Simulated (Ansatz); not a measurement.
One change: `C=CC(=S)OC` becomes `C=CC([SiH3])=S`.

Ansatz, PBE0-D4/def2-TZVP geometries, multiplicity 1. Each molecule was computed in one conformer, which needn't be the lowest.

| property | `C=CC(=S)OC` |
| --- | --- |
| LUMO energy (PBE0/def2-TZVPP) / eV | -2.11 |
| size of the dipole moment (ωB97M-V/def2-TZVPP) / D | 2.48 |
| HOMO energy (ωB97M-V/def2-TZVPP) / eV | -8.80 |
| LUMO energy (ωB97M-V/def2-TZVPP) / eV | -0.04 |
| HOMO energy (B3LYP/def2-TZVPP) / eV | -6.33 |
| HOMO–LUMO gap (PBE0/def2-TZVPP) / eV | 4.48 |

(1) Give the same properties after the change, and the shifts. (An estimate is asked.)

## Answers

(1) Ansatz gave: 
| property | `C=CC([SiH3])=S` | shift |
| --- | --- | --- |
| LUMO energy (PBE0/def2-TZVPP) / eV | -3.14 | -1.03 |
| size of the dipole moment (ωB97M-V/def2-TZVPP) / D | 2.15 | -0.33 |
| HOMO energy (ωB97M-V/def2-TZVPP) / eV | -8.61 | 0.19 |
| LUMO energy (ωB97M-V/def2-TZVPP) / eV | -1.08 | -1.04 |
| HOMO energy (B3LYP/def2-TZVPP) / eV | -6.18 | 0.15 |
| HOMO–LUMO gap (PBE0/def2-TZVPP) / eV | 3.29 | -1.19 |

With PBE0 the HOMO rises by 0.17 eV and the LUMO falls by 1.03 eV, so the gap narrows by about 1.20 eV. PBE moves the HOMO by 0.11 eV and ωB97M-V by 0.19 eV. Dipoles are sizes alone; their direction can turn.

B3LYP here is the variant with VWN-RPA as its local correlation; programs differ in this.
